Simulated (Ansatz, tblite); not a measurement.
Forces on Li₁₂F₁₂ (started as a model of: 2x3x4 LiF rock-salt block) at its r2SCAN-D4/def2-SVP geometry. The state is a singlet with charge 0.

The xTB rows come from tblite.

GFN2-xTB (tblite), largest force 0.45 eV/Å:

```xyz
24
positions Å, forces eV/Å
Li   -2.170    1.365    1.966    0.256   -0.274   -0.233
F    -0.846    1.815    0.787    0.061    0.144   -0.053
Li    0.528    1.974   -0.441   -0.091   -0.434    0.074
F     1.920    2.163   -1.685    0.011    0.003   -0.010
F    -3.208    0.553    0.775   -0.012   -0.001    0.009
Li   -1.855    0.824   -0.496    0.385   -0.188    0.134
F    -0.539    1.105   -1.764   -0.155    0.054   -0.014
Li    0.938    1.232   -2.835   -0.031   -0.200    0.392
Li   -2.940   -1.195    0.599    0.396    0.193    0.016
F    -1.712   -1.063   -0.749    0.002   -0.051   -0.157
Li   -0.302   -0.784   -1.913    0.094    0.179    0.401
F     1.115   -0.514   -3.113    0.010    0.001   -0.011
F    -1.115    0.514    3.113   -0.010   -0.001    0.011
Li    0.302    0.784    1.913   -0.094   -0.179   -0.401
F     1.712    1.063    0.749   -0.002    0.051    0.157
Li    2.940    1.195   -0.599   -0.396   -0.193   -0.016
Li   -0.938   -1.232    2.835    0.030    0.200   -0.392
F     0.539   -1.105    1.764    0.155   -0.054    0.014
Li    1.855   -0.824    0.496   -0.386    0.188   -0.134
F     3.208   -0.553   -0.775    0.012    0.002   -0.009
F    -1.920   -2.163    1.685   -0.011   -0.003    0.010
Li   -0.528   -1.974    0.441    0.090    0.434   -0.074
F     0.846   -1.815   -0.787   -0.061   -0.144    0.053
Li    2.170   -1.365   -1.966   -0.256    0.273    0.233
```

PBE-D4/def2-TZVP (Ansatz), largest force 0.28 eV/Å:

```
Li -0.099 0.092 0.091
F -0.016 0.217 0.018
Li -0.003 0.117 0.004
F 0.130 0.221 -0.113
F -0.270 0.074 0.014
Li -0.082 0.058 -0.062
F -0.139 0.110 -0.128
Li 0.023 0.071 -0.145
Li -0.148 -0.069 0.004
F -0.114 -0.106 -0.155
Li -0.055 -0.055 -0.088
F 0.042 -0.070 -0.268
F -0.042 0.070 0.268
Li 0.054 0.055 0.088
F 0.114 0.106 0.154
Li 0.148 0.069 -0.004
Li -0.023 -0.071 0.145
F 0.139 -0.110 0.128
Li 0.081 -0.058 0.063
F 0.271 -0.074 -0.014
F -0.130 -0.221 0.113
Li 0.003 -0.117 -0.004
F 0.016 -0.217 -0.018
Li 0.099 -0.093 -0.091
```

r2SCAN-D4/def2-TZVP (Ansatz), largest force 0.11 eV/Å:

```
Li -0.066 0.063 0.061
F -0.007 0.035 0.007
Li 0.003 0.069 -0.002
F 0.034 0.045 -0.029
F -0.062 0.014 0.009
Li -0.051 0.033 -0.033
F -0.018 0.019 -0.025
Li 0.013 0.048 -0.098
Li -0.099 -0.047 0.002
F -0.024 -0.018 -0.021
Li -0.028 -0.032 -0.056
F 0.016 -0.013 -0.060
F -0.016 0.013 0.060
Li 0.028 0.031 0.056
F 0.024 0.019 0.021
Li 0.099 0.047 -0.002
Li -0.014 -0.048 0.097
F 0.018 -0.019 0.025
Li 0.051 -0.033 0.033
F 0.062 -0.013 -0.010
F -0.033 -0.045 0.029
Li -0.003 -0.069 0.001
F 0.008 -0.035 -0.007
Li 0.066 -0.063 -0.061
```
